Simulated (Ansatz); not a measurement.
Reaction (formal hydrolysis of a W–Cl bond): `[Cl][W]([Cl])([Cl])([Cl])([Cl])[Cl]` + H₂O → `[OH][W]([Cl])([Cl])([Cl])([Cl])[Cl]` + HCl

Calculated with Ansatz (gas phase, PBE0-D4/def2-TZVP geometries, no zero-point term in ΔE). CBS: MP2 limit from def2 TZ/QZ plus the TZ coupled-cluster correction, frozen cores. This one scheme is used for every species. Functionals use def2-TZVPP. B3LYP here is the variant with VWN-RPA as its local correlation; programs differ in this. HSE06 is defined as in plane-wave codes. def2 core potentials past Kr. For W outer-core shells are correlated without core-valence functions, which leaves a few kJ/mol of doubt a bond. One conformer a species, not always the lowest.

| level | ΔE (kJ/mol) | difference from CCSD(T)/CBS |
| --- | --- | --- |
| LDA (SPW92) | -5.0 | -0.9 |
| PBE-D4 | 2.0 | 6.1 |
| revPBE-D4 | 3.2 | 7.3 |
| BLYP-D4 | -1.5 | 2.6 |
| r2SCAN-D4 | -5.5 | -1.4 |
| B97M-V | -8.2 | -4.1 |
| PBE0-D4 | -1.4 | 2.7 |
| r2SCANh-D4 | -5.8 | -1.7 |
| r2SCAN0-D4 | -6.5 | -2.4 |
| HSE06-D4 | -0.2 | 3.9 |
| BHLYP-D4 | -8.8 | -4.7 |
| CAM-B3LYP-D4 | -19.8 | -15.7 |
| ωB97X-V | -21.3 | -17.2 |
| ωB97M-V | -15.0 | -10.9 |
| B2PLYP | -4.4 | -0.3 |
| PBE | -1.6 | 2.5 |
| revPBE | -1.2 | 2.9 |
| BLYP | -8.6 | -4.5 |
| r2SCAN | -6.1 | -2.0 |
| PBE0 | -4.6 | -0.5 |
| B3LYP | -10.8 | -6.7 |
| r2SCANh | -6.6 | -2.5 |
| r2SCAN0 | -7.4 | -3.3 |
| HSE06 | -3.5 | 0.6 |
| BHLYP | -16.4 | -12.3 |
| CAM-B3LYP | -23.4 | -19.3 |
| LC-ωPBE | -27.2 | -23.1 |
| RPA@PBE/def2-TZVPP | -7.7 | -3.6 |
| HF/def2-SVP | -33.8 | -29.7 |
| MP2/def2-SVP | -9.0 | -4.9 |
| CCSD/def2-SVP | -26.8 | -22.7 |
| CCSD(T)/def2-SVP | -21.0 | -16.9 |
| HF/def2-TZVPP | -28.0 | -23.9 |
| SCS-MP2/def2-TZVPP | -3.6 | 0.5 |
| CCSD/def2-TZVPP | -18.1 | -14.0 |
| CCSD(T)/def2-TZVPP | -10.9 | -6.8 |
| HF/def2-QZVPP | -26.2 | -22.1 |
| SCS-MP2/def2-QZVPP | 0.5 | 4.6 |
| MP2/CBS(def2) | 13.9 | 18.0 |
| CCSD/CBS(def2) | -11.3 | -7.2 |
| CCSD(T)/CBS | -4.1 | 0 |

Largest T1 diagnostic among the species: 0.024, so the coupled-cluster value is less sure than usual.

At CCSD(T), def2-SVP lies −16.9 kJ/mol from the extrapolated value and def2-TZVPP −6.8 kJ/mol. Leaving LDA and LC-ωPBE aside and taking each functional with its dispersion term where it has one, the values spread over 24.6 kJ/mol, from ωB97X-V to revPBE-D4. LDA lies −3.4 kJ/mol from PBE without D4.
